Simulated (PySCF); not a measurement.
Identify the unknown among the candidates.

All candidates are C7H13BO2.

| technique | computed result |
| --- | --- |
| Polarisability | 97.3 au [CAM-B3LYP/def2-SVPD] |
| Valence photoelectron | vertical ionisation energy: 9.51 eV [ΔSCF CAM-B3LYP/def2-SVPD] |
| NMR, other nuclei | isotropic shieldings of nuclei other than C and H, by class: 71 (1 B), 219 (2 O) ppm [GIAO B97-2/pcSseg-1] |
| 1H NMR | chemical shifts (computed TMS as zero) by class: 3.40 (2 H), 1.82 (2 H), 1.56 (2 H), 1.13 (2 H), 1.13 (2 H), 1.04 (2 H), -1.08 (1 H) ppm [GIAO B97-2/pcSseg-1] |
| Rotational structure | rotational constants A, B, C: 2.750, 0.747, 0.718 GHz [PBE0-D3(BJ)/def2-SVP] |
| UV, strongest line | among the 10 lowest singlet transitions: S6 at 7.92 eV (157 nm, f = 0.169) [TDDFT CAM-B3LYP/def2-SVPD] |
| Triplet | lowest triplet excitation (Tamm–Dancoff): 7.09 eV [TDA CAM-B3LYP/def2-SVPD] |
| 13C NMR | chemical shifts (computed TMS as zero) by class: 27.0 (2 C), 23.6 (2 C), 20.0 (2 C), 11.3 (1 C) ppm [GIAO B97-2/pcSseg-1] |
| Dipole | 1.28 D [CAM-B3LYP/def2-SVPD] |
| UV, first state | lowest singlet excitation: 7.17 eV (173 nm, f = 0.014) [TDDFT CAM-B3LYP/def2-SVPD] |

The electronic properties come from PySCF, for the isolated species, density fitting. Levels stand in brackets. One conformer (not necessarily the lowest) at the PBE0-D3(BJ)/def2-SVP geometry, without solvent, vibrations or thermal averaging. Each NMR value is the plain mean over a class of atoms that symmetry, rotation or inversion makes alike.

Question: Which candidate is it?
A. `OB(O)[C@H]1[C@@H]2CCCC[C@@H]21`
B. `C[C@@H]1CC2(CC2)[C@H]1B(O)O`
C. `C[C@@H]1CC2(CC2)[C@@H]1B(O)O`

Answer: A. It is `OB(O)[C@H]1[C@@H]2CCCC[C@@H]21`. Numbering: `[OH:1][B:2]([OH:3])[C@H:4]1[C@@H:5]2[CH2:6][CH2:7][CH2:8][CH2:9][C@H:10]12`. 7 carbons fall into 4 classes; from least to most shielded: ring CH2 carbon [C6/C9] (27.0 ppm, 2 C), ring CH2 carbon [C7/C8] (23.6 ppm, 2 C, up to 3.4 ppm apart in this geometry), sp3 carbon at a ring junction [C5/C10] (20.0 ppm, 2 C, up to 2.4 ppm apart in this geometry), ring sp3 carbon bound to boron [C4] (11.3 ppm). Hydrogen classes from least to most shielded: 2 H on 2 boron-bound oxygens, O1/O3 (3.40 ppm, a mean of values up to 0.6 ppm apart in this geometry), 2 H on 2 ring CH2 carbons, C6/C9 (1.82 ppm), 2 H on 2 ring CH2 carbons, C6/C9 (1.56 ppm), 2 H on 2 like atoms (sp3 carbon at a ring junction), C5/C10 (1.13 ppm), 2 H on 2 ring CH2 carbons, C7/C8 (1.13 ppm), 2 H on 2 ring CH2 carbons, C7/C8 (1.04 ppm), 1 H on an sp3 carbon bound to boron, C4 (-1.08 ppm). The other shieldings belong to: 71 ppm, three-coordinate boron [B2]; 219 ppm, boron-bound oxygen [O1/O3]. The first electron is taken from the HOMO, whose largest Löwdin shares are 0.24 on an sp3 carbon at a ring junction, 0.22 on an sp3 carbon at a ring junction, 0.11 on the sp3 carbon bound to boron and 0.07 on a ring CH2 carbon. The optimised geometry has point group C1 and is an asymmetric top.

The others, at the same levels:
- `C[C@@H]1CC2(CC2)[C@H]1B(O)O` fails: it has 7 carbon classes against 4; its computed 13C shifts are 40.3 (1 C), 35.9 (1 C), 28.6 (1 C), 24.0 (1 C), 16.4 (1 C), 14.0 (1 C), 12.4 (1 C) ppm, 1H shifts are 3.21 (2 H), 2.65 (1 H), 1.82 (1 H), 1.77 (1 H), 1.22 (1 H), 1.10 (3 H), 0.50 (1 H), 0.36 (1 H), 0.33 (1 H), -0.09 (1 H) ppm and strongest line among the 10 lowest singlet transitions is S3 at 7.68 eV (161 nm, f = 0.029) (against S6 at 7.92 eV).
- `C[C@@H]1CC2(CC2)[C@@H]1B(O)O` fails: it has 7 carbon classes against 4; its computed 13C shifts are 40.2 (1 C), 31.2 (1 C), 29.4 (1 C), 22.0 (1 C), 18.5 (1 C), 14.3 (1 C), 10.5 (1 C) ppm, 1H shifts are 3.41 (2 H), 2.48 (1 H), 2.05 (1 H), 1.95 (1 H), 1.93 (1 H), 1.21 (1 H), 1.20 (3 H), 0.23 (1 H), 0.19 (1 H), 0.18 (1 H) ppm and strongest line among the 10 lowest singlet transitions is S1 at 7.09 eV (175 nm, f = 0.028) (against S6 at 7.92 eV).

Each candidate is one conformer, not necessarily the lowest. Dipoles, sizes and rotational constants follow the conformer. The torsions of the flexible species, by atom-mapped SMILES:
- `[CH3:1][C@@H:2]1[CH2:3][C:4]2([CH2:5][CH2:6]2)[C@H:7]1[B:8]([OH:9])[OH:10]`: C4–C7–B8–O9 -67°, H–O9–B8–C7 -3°, H–O10–B8–C7 -178°
- `[CH3:1][C@@H:2]1[CH2:3][C:4]2([CH2:5][CH2:6]2)[C@@H:7]1[B:8]([OH:9])[OH:10]`: C4–C7–B8–O9 15°, H–O9–B8–C7 179°, H–O10–B8–C7 1°

The conformers of `OB(O)[C@H]1[C@@H]2CCCC[C@@H]21` aren't listed.
